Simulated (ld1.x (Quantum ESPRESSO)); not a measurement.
tin: one change to a TM potential, before and after

| Property | Result |
| --- | --- |
| Element | Sn (Z = 50) |
| Generator | ld1.x (Quantum ESPRESSO) 7.5 |
| Type | norm-conserving Troullier–Martins (Kleinman–Bylander form) |
| Functional | PBE |
| Relativity | scalar-relativistic |
| Frozen core | [Kr] |
| Valence charge | 14 |
| Reference configuration | 4d10 5s2 5p2 |
| Partial waves | 5s (bound): rc 1.50 bohr; 5p (bound): rc 2.65 bohr; 4d (bound): rc 1.15 bohr |
| Local potential | the d channel |
| Core correction | none |

All-electron outer shells of the reference configuration (PBE, scalar-relativistic, ld1.x):

| shell | level (eV) | outermost node (bohr) | outermost maximum (bohr) |
| --- | --- | --- | --- |
| 4s | -133.93 | 0.40 | 0.74 |
| 4p | -89.70 | 0.41 | 0.79 |
| 4d | -25.84 | 0.39 | 0.88 |
| 5s | -10.55 | 0.98 | 2.01 |
| 5p | -3.69 | 1.09 | 2.55 |

Change: wave 5s (bound): rc 1.50 bohr becomes 5s (bound): rc 1.92 bohr.

Cutoffs: the cutoffs (Ry, on a coarse ladder) from which the occupation-weighted sum of valence levels, in a spherical-Bessel basis at the reference potential, stays within 10 and 1 mRy of its value at 400 Ry; they do not see the model core or the augmentation charge, which bear on the density cutoff. Errors are all-electron minus pseudo energies relative to the spin-unpolarised reference configuration.

Question: How do hardness, ghosts and transferability respond?

Answer: The potential gets neither clearly harder nor softer (100 Ry and 160 Ry → 100 Ry and 160 Ry); both files keep a bound ghost (p, s); of the 6 tests that both files solve, the error grows in 0 and shrinks in 3 by more than 15 % and 0.3 meV (median size 3.9 → 3.1 meV). That the errors move this way runs against the usual rule that smaller radii transfer better.

| quantity | base | changed |
| --- | --- | --- |
| cutoff, loose | 100 Ry | 100 Ry |
| cutoff, tight | 160 Ry | 160 Ry |
| loose cutoff by channel (10 mRy a level) | s 35 Ry, p 6 Ry, d 80 Ry | s 10 Ry, p 6 Ry, d 80 Ry |
| bound ghosts | s, p | s, p |
| tests counted (converged, no solver errors) | 6 of 7 | 6 of 7 |
| error for 4d10 5s2 5p1, meV [ΔE 6.87 eV] | -1.1 | -0.5 |
| error for 4d10 5s2 5p0, meV [ΔE 20.83 eV] | -2.0 | +2.2 |
| error for 4d10 5s1 5p0, meV [ΔE 51.80 eV] | +36 | +34 |
| error for 4d10 5s0 5p0, meV [ΔE 92.92 eV] | +145 | +124 |
| error for 4d10 5s1 5p3, meV [ΔE 6.98 eV] | -1.5 | +0.7 |
| error for 4d10 5s0 5p4, meV [ΔE 14.19 eV] | -5.9 | +4.1 |
| s: phases at 2.91 bohr within 0.05 rad from the reference energy up to (Ry; the scan ends near 5) | 1.8 | 1.6 |
| p: phases at 2.91 bohr within 0.05 rad from the reference energy up to (Ry; the scan ends near 5) | 2.8 | 2.8 |
| d: phases at 2.91 bohr within 0.05 rad from the reference energy up to (Ry; the scan ends near 5) | to the end of the scan | to the end of the scan |

Base: Tests not counted: 4d9 5s2 5p2 (solver errors, printed error -11.0 eV). These tests converged, but a pseudo level misses the all-electron one widely, so the file describes the atom poorly there or has found another state: 4d10 5s0 5p0: empty 5p by 3.7 eV. Changed file: Tests not counted: 4d9 5s2 5p2 (solver errors, printed error -14.5 eV). A true bound ghost makes a file unfit for plane-wave use even where its test errors are small: the radial tests pick states by their node count and pass the ghost by. Where a test does run into it, the solver fails or the error is huge.
